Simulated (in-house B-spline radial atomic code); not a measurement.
Inner levels of lithium as electrons are removed. A shift is the extra binding of the orbital against the neutral atom ([He] 2s1). The density at the nucleus is averaged over the nuclear charge. Computed with a B-spline radial code for spherical atoms: Dirac-Hartree-Fock, average of the configuration, finite nuclei.

| ion | configuration | shift of 1s1/2 (eV) | radius of 1s1/2 (bohr) | Σ<r²> (bohr²) | change of density at nucleus (bohr⁻³) |
| --- | --- | --- | --- | --- | --- |
| Li | [He] 2s1 | 0 | 0.57305 | 18.629 | - |
| Li+ | 1s2 | 8.5622 | 0.57229 | 0.89044 | -0.14325 |
| Li2+ | 1s1 | 55.037 | 0.49992 | 0.33324 | -5.2398 |
